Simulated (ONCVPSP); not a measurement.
**Pseudopotential generation for germanium: ONCV, PBE, scalar-relativistic.**

The input file (ONCVPSP 4.0.1):

```
# ATOM AND REFERENCE CONFIGURATION
# atsym  z   nc   nv     iexc    psfile
  Ge 32.00    3    5        4      upf
#
#   n    l    f
    1    0    2.00
    2    0    2.00
    2    1    6.00
    3    0    2.00
    3    1    6.00
    3    2   10.00
    4    0    2.00
    4    1    1.00
#
# PSEUDOPOTENTIAL AND OPTIMIZATION
# lmax
    3
#
#   l,   rc,      ep,       ncon, nbas, qcut
    0    1.05    0.00    4    8   13.00
    1    1.25    0.00    3    7    9.70
    2    0.70    0.00    4    8   25.60
    3    1.30    0.04    4    7    8.40
#
# LOCAL POTENTIAL
# lloc, lpopt,  rc(5),   dvloc0
    4    3    0.65    2.00
#
# VANDERBILT-KLEINMAN-BYLANDER PROJECTORs
# l, nproj, debl
    0    3    0.60
    1    2    3.70
    2    3    1.00
    3    2    1.10
#
# MODEL CORE CHARGE
# icmod, fcfact, rcfact
    3    5.50    1.10
#
# LOG DERIVATIVE ANALYSIS
# epsh1, epsh2, depsh
   -8.00    5.00    0.04
#
# OUTPUT GRID
# rlmax, drl
    6.00    0.01
#
# TEST CONFIGURATIONS
# ncnf
    4
# nvcnf
#   n    l    f
    5
    3    0    2.00
    3    1    6.00
    3    2   10.00
    4    0    2.00
    4    1    2.00
#
    5
    3    0    2.00
    3    1    6.00
    3    2   10.00
    4    0    2.00
    4    1    0.00
#
    5
    3    0    2.00
    3    1    6.00
    3    2   10.00
    4    0    1.00
    4    1    0.00
#
    5
    3    0    1.00
    3    1    6.00
    3    2   10.00
    4    0    2.00
    4    1    2.00
#
```

Command:

```bash
oncvpsp.x < Ge.dat > Ge.out
```

Resulting log (shortened: citation, most of the input echo, consistency checks and plot data are left out):

```
ONCVPSP  (Optimized Norm-Conservinng Vanderbilt PSeudopotential)
scalar-relativistic version 4.0.1

#   n    l    f        energy (Ha)
    1    0    2.00    -4.0315060E+02
    2    0    2.00    -5.0744657E+01
    2    1    6.00    -4.4384326E+01
    3    0    2.00    -6.5236233E+00
    3    1    6.00    -4.5806997E+00
    3    2   10.00    -1.4081896E+00
    4    0    2.00    -7.2980429E-01
    4    1    1.00    -4.1315242E-01

Reference configufation results
  iterations    26
  all-electron total energy (Ha)   -2.09855959D+03

Begin loop to  construct optimized pseudo wave functions
and semi-local pseudopoentials for all angular momenta

WARNING wellstate: negative energy specified for n= 5 l=  0
WARNING scattering state with energy  0.25000000
WARNING will be used for the first projector

   Wellstate for l =  0  n =  5
     eigenvalue =   0.2500
     asymptotic potential =   0.7500
     half-point radius =  3.8711

Calculating optimized projector #   1

 for l=   0

    Fraction of norm inside rc  0.950301
    Optimizing pswf for qcut=  13.02 a_B^-1,  ecut=  84.72 Ha
    Residual kinetic energy error=  3.19D-07 Ha

    Energy error per electron        Cutoff
         Ha          eV             Ha
         0.01000     0.27211       41.61
         0.00100     0.02721       55.45
         0.00010     0.00272       66.17
         0.00001     0.00027       74.16

Calculating optimized projector #   2

 for l=   0

    Fraction of norm inside rc  0.059273
    Optimizing pswf for qcut=  13.02 a_B^-1,  ecut=  84.72 Ha
    Residual kinetic energy error=  5.44D-07 Ha

    Energy error per electron        Cutoff
         Ha          eV             Ha
         0.01000     0.27211       31.13
         0.00100     0.02721       51.06
         0.00010     0.00272       64.21
         0.00001     0.00027       74.18

Calculating optimized projector #   3

 for l=   0

    Fraction of norm inside rc  0.028016
    Optimizing pswf for qcut=  13.02 a_B^-1,  ecut=  84.72 Ha
    Residual kinetic energy error=  3.26D-07 Ha

    Energy error per electron        Cutoff
         Ha          eV             Ha
         0.01000     0.27211       14.69
         0.00100     0.02721       46.84
         0.00010     0.00272       61.62
         0.00001     0.00027       72.61

Calculating optimized projector #   1

 for l=   1

    Fraction of norm inside rc  0.972969
    Optimizing pswf for qcut=   9.71 a_B^-1,  ecut=  47.13 Ha
    Residual kinetic energy error=  4.56D-05 Ha

    Energy error per electron        Cutoff
         Ha          eV             Ha
         0.01000     0.27211       33.69
         0.00100     0.02721       39.92
         0.00010     0.00272       44.97
         0.00001     0.00027      110.37

Calculating optimized projector #   2

 for l=   1

    Fraction of norm inside rc  0.055208
    Optimizing pswf for qcut=   9.71 a_B^-1,  ecut=  47.13 Ha
    Residual kinetic energy error=  2.27D-05 Ha

    Energy error per electron        Cutoff
         Ha          eV             Ha
         0.01000     0.27211       27.86
         0.00100     0.02721       36.55
         0.00010     0.00272       43.13
         0.00001     0.00027       58.01

WARNING wellstate: negative energy specified for n= 4 l=  2
WARNING scattering state with energy  0.25000000
WARNING will be used for the first projector

   Wellstate for l =  2  n =  4
     eigenvalue =   0.2500
     asymptotic potential =   0.7500
     half-point radius =  3.3928

   Wellstate for l =  2  n =  5
     eigenvalue =   1.2500
     asymptotic potential =   1.7500
     half-point radius =  3.6117

Calculating optimized projector #   1

 for l=   2

    Fraction of norm inside rc  0.557797
    Optimizing pswf for qcut=  25.57 a_B^-1,  ecut= 326.93 Ha
    Residual kinetic energy error=  4.09D-08 Ha

    Energy error per electron        Cutoff
         Ha          eV             Ha
         0.01000     0.27211      181.57
         0.00100     0.02721      221.88
         0.00010     0.00272      254.19
         0.00001     0.00027      279.95

Calculating optimized projector #   2

 for l=   2

    Fraction of norm inside rc  0.035945
    Optimizing pswf for qcut=  25.57 a_B^-1,  ecut= 326.93 Ha
    Residual kinetic energy error=  4.52D-09 Ha

    Energy error per electron        Cutoff
         Ha          eV             Ha
         0.01000     0.27211      133.43
         0.00100     0.02721      181.78
         0.00010     0.00272      223.15
         0.00001     0.00027      256.31

Calculating optimized projector #   3

 for l=   2

    Fraction of norm inside rc  0.029846
    Optimizing pswf for qcut=  25.57 a_B^-1,  ecut= 326.93 Ha
    Residual kinetic energy error=  6.17D-09 Ha

    Energy error per electron        Cutoff
         Ha          eV             Ha
         0.01000     0.27211      134.25
         0.00100     0.02721      183.27
         0.00010     0.00272      224.91
         0.00001     0.00027      258.41

   Wellstate for l =  3  n =  4
     eigenvalue =   0.0400
     asymptotic potential =   0.5400
     half-point radius = 15.1597

   Wellstate for l =  3  n =  5
     eigenvalue =   1.1400
     asymptotic potential =   1.6400
     half-point radius =  4.8403

Calculating optimized projector #   1

 for l=   3

    Fraction of norm inside rc  0.000109
    Optimizing pswf for qcut=   8.40 a_B^-1,  ecut=  35.29 Ha
    Residual kinetic energy error=  1.32D-07 Ha

    Energy error per electron        Cutoff
         Ha          eV             Ha
         0.01000     0.27211        0.76
         0.00100     0.02721        1.91
         0.00010     0.00272        5.42
         0.00001     0.00027       15.07

Calculating optimized projector #   2

 for l=   3

    Fraction of norm inside rc  0.015681
    Optimizing pswf for qcut=   8.40 a_B^-1,  ecut=  35.29 Ha
    Residual kinetic energy error=  3.51D-05 Ha

    Energy error per electron        Cutoff
         Ha          eV             Ha
         0.01000     0.27211        8.55
         0.00100     0.02721       20.08
         0.00010     0.00272       31.08
         0.00001     0.00027       40.37

Construct Vanderbilt / Kleinmman-Bylander projectors

B matrix Hermiticity error, ll=   0
   1   2    1.0672E-03
   1   3   -8.3350E-04
   2   3    4.1218E-05

  Orthonormal projector coefficients  3.3037E+01  9.5688E+00  1.6543E+00

B matrix Hermiticity error, ll=   1
   1   2    5.3203E-04

  Orthonormal projector coefficients  1.0784E+01 -1.6033E+00

B matrix Hermiticity error, ll=   2
   1   2    2.1574E-04
   1   3   -3.3162E-04
   2   3    3.4958E-05

  Orthonormal projector coefficients -5.2939E+01 -2.0085E+01 -3.2733E+00

B matrix Hermiticity error, ll=   3
   1   2    2.4415E-07

  Orthonormal projector coefficients -1.7944E+01 -6.5878E+00

Model core correction analysis
  based on d2Exc/dn_idn_j

d2excae - all-electron derivatives

   -4.648276D-02   -4.351554D-02   -3.470768D-02   -2.965959D-03
   -1.609969D-03
   -4.351568D-02   -4.228562D-02   -3.430138D-02   -3.425770D-03
   -1.829528D-03
   -3.470798D-02   -3.430155D-02   -3.333795D-02   -6.423923D-03
   -3.450163D-03
   -2.965731D-03   -3.425425D-03   -6.423198D-03   -3.696172D-02
   -3.220701D-02
   -1.609905D-03   -1.829389D-03   -3.449508D-03   -3.220423D-02
   -3.488014D-02

d2excps - pseudofunction derivatives with no core correction

   -4.949376D-02   -4.239972D-02   -3.951524D-02   -3.496243D-03
   -1.768934D-03
   -4.239976D-02   -4.198155D-02   -3.682373D-02   -3.219153D-03
   -1.771291D-03
   -3.951594D-02   -3.682384D-02   -3.642793D-02   -6.817935D-03
   -3.658836D-03
   -3.495466D-03   -3.218792D-03   -6.817221D-03   -3.697495D-02
   -3.219578D-02
   -1.768873D-03   -1.771148D-03   -3.658187D-03   -3.219300D-02
   -3.487525D-02

rms 2nd derivative error    1.802806E-03

rmatch, rhocmatch    0.2970  149.4403

Teter function model core charge with specified parameters

d2excps - pseudofunction derivatives with core correction

   -4.405853D-02   -4.159005D-02   -3.832846D-02   -2.974693D-03
   -1.700472D-03
   -4.159000D-02   -4.200245D-02   -3.663217D-02   -3.132951D-03
   -1.765103D-03
   -3.832855D-02   -3.663230D-02   -3.597869D-02   -6.700256D-03
   -3.639622D-03
   -2.974460D-03   -3.132592D-03   -6.699543D-03   -3.692534D-02
   -3.218886D-02
   -1.700406D-03   -1.764962D-03   -3.638974D-03   -3.218608D-02
   -3.487441D-02

rms 2nd derivative error    1.521221E-03

Pseudoatom total energy -291.518889

Diagnostic tests using Vanderbilt-Kleinman-Bylander pseudopotentials
  1 or more projectors used as specified by nproj input data

   l    rcore       rmatch      e in        delta e   norm test  slope test

   0   1.0555193   1.0875672  -6.5236233   0.0000166   1.0003094   1.0002876
   0   1.0555193   1.0875672  -0.7298043   0.0000199   1.0000779   1.0000587
   0   1.0555193   1.0875672   0.2500000   0.0001293   1.0004523   1.0004523

   1   1.2554737   1.2935926  -4.5806997  -0.0000418   1.0002246   1.0002046
   1   1.2554737   1.2935926  -0.4131524   0.0000074   1.0000362   1.0000468

   2   0.7027543   0.7240914  -1.4081896  -0.0000511   1.0002377   1.0001861
   2   0.7027543   0.7240914   0.2500000  -0.0000964   1.0004935   1.0004935
   2   0.7027543   0.7240914   1.2500000  -0.0001025   1.0005541   1.0005541

   3   1.3013542   1.3408661   0.0400000   0.0000510   1.0000641   1.0000641
   3   1.3013542   1.3408661   1.1400000   0.0000754   1.0000986   1.0000986

 Testing for bound ghosts
   n   l    E NL Schr. Eq   E Basis Diag.   E Cutoff

   1   0       -6.523607       -6.523605    314.68
   2   0       -0.729784       -0.580650    314.68

   2   1       -4.580742       -4.580690    142.55
   3   1       -0.413145       -0.289713    142.55

   3   2       -1.408241       -1.370502    896.36

   4   3       -0.033868        0.799546    172.07

 Testing for highly-localized positive-energy ghosts
       l    <radius>/rc     E Basis Diag.   E Cutoff

Test configuration 0

   n   l     f        eae           eps        diff
   1   0  2.0000 -403.15060002
   2   0  2.0000  -50.74465659
   2   1  6.0000  -44.38432619
   3   0  2.0000   -6.52362329   -6.52360674    1.66D-05
   3   1  6.0000   -4.58069972   -4.58074155   -4.18D-05
   3   2 10.0000   -1.40818962   -1.40824075   -5.11D-05
   4   0  2.0000   -0.72980429   -0.72978438    1.99D-05
   4   1  1.0000   -0.41315242   -0.41314506    7.36D-06

    Total energies and differences
      AE_ref= -2.09855959D+03  AE_tst= -2.09855959D+03  dif=  0.00D+00
      PS_ref= -2.91518889D+02  PS_tst= -2.91518889D+02  dif=  5.68D-14
      PSP excitation error= -5.68D-14

Test configuration 1

   n   l     f        eae           eps        diff
   1   0  2.0000 -402.81570560
   2   0  2.0000  -50.41248757
   2   1  6.0000  -44.05181077
   3   0  2.0000   -6.19192659   -6.19205266   -1.26D-04
   3   1  6.0000   -4.24897334   -4.24904444   -7.11D-05
   3   2 10.0000   -1.07715362   -1.07723047   -7.69D-05
   4   0  2.0000   -0.43112376   -0.43110858    1.52D-05
   4   1  2.0000   -0.14315416   -0.14314960    4.56D-06

    Total energies and differences
      AE_ref= -2.09855959D+03  AE_tst= -2.09883316D+03  dif= -2.74D-01
      PS_ref= -2.91518889D+02  PS_tst= -2.91792490D+02  dif= -2.74D-01
      PSP excitation error=  3.03D-05

Test configuration 2

   n   l     f        eae           eps        diff
   1   0  2.0000 -403.55957955
   2   0  2.0000  -51.14734444
   2   1  6.0000  -44.78776752
   3   0  2.0000   -6.92516083   -6.92488403    2.77D-04
   3   1  6.0000   -4.98220147   -4.98217088    3.06D-05
   3   2 10.0000   -1.80786425   -1.80788496   -2.07D-05
   4   0  2.0000   -1.07491036   -1.07487984    3.05D-05

    Total energies and differences
      AE_ref= -2.09855959D+03  AE_tst= -2.09799220D+03  dif=  5.67D-01
      PS_ref= -2.91518889D+02  PS_tst= -2.90951440D+02  dif=  5.67D-01
      PSP excitation error= -6.65D-05

Test configuration 3

   n   l     f        eae           eps        diff
   1   0  2.0000 -404.08879965
   2   0  2.0000  -51.66384468
   2   1  6.0000  -45.30535013
   3   0  2.0000   -7.44173834   -7.44151237    2.26D-04
   3   1  6.0000   -5.49827965   -5.49832116   -4.15D-05
   3   2 10.0000   -2.31871468   -2.31903727   -3.23D-04
   4   0  1.0000   -1.48670540   -1.48670119    4.22D-06

    Total energies and differences
      AE_ref= -2.09855959D+03  AE_tst= -2.09671363D+03  dif=  1.85D+00
      PS_ref= -2.91518889D+02  PS_tst= -2.89672748D+02  dif=  1.85D+00
      PSP excitation error= -1.88D-04

Test configuration 4

   n   l     f        eae           eps        diff
   1   0  2.0000 -403.80601544
   2   0  2.0000  -51.28701446
   2   1  6.0000  -44.93596899
   3   0  1.0000   -6.97293326   -6.98215147   -9.22D-03
   3   1  6.0000   -5.02133148   -5.01481300    6.52D-03
   3   2 10.0000   -1.81937978   -1.82555334   -6.17D-03
   4   0  2.0000   -0.83851130   -0.83876788   -2.57D-04
   4   1  2.0000   -0.48552653   -0.48538218    1.44D-04

    Total energies and differences
      AE_ref= -2.09855959D+03  AE_tst= -2.09226290D+03  dif=  6.30D+00
      PS_ref= -2.91518889D+02  PS_tst= -2.85216184D+02  dif=  6.30D+00
      PSP excitation error= -6.02D-03
```

The run took about 6.9 s on one core of a shared server CPU.
